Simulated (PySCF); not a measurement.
Interval between two levels of Se²⁺ by level of theory

Se²⁺ [Ar] 3d10 4s2 4p2 [3P2, M_J = 2] → Se²⁺ [Ar] 3d10 4s1 4p3 [5S2, M_J = 2], as a difference of total energies. Computed with PySCF 2.14 in x2c-TZVPall-2c (6s7p4d1f, 54 functions), with the two-component X2C-1e Hamiltonian. Correlated levels: [Ne] frozen. "Screened" scales the spin-orbit matrix elements by Boettger's factors to mimic the two-electron term; Breit and QED terms are absent.

| method | interval between two levels (cm⁻¹) |
| --- | --- |
| GHF (spin-free) | 50281 |
| GMP2 (spin-free) | 60447 |
| GHF (screened spin-orbit) | 49163 |
| GMP2 (screened spin-orbit) | 59270 |

The labels give the starting determinants; with spin-orbit coupling the two ends relaxed to ⟨J²⟩ = 6.00, ⟨L²⟩ = 2.16, ⟨S²⟩ = 1.93 and ⟨J²⟩ = 6.00, ⟨L²⟩ = 0.01, ⟨S²⟩ = 5.99.
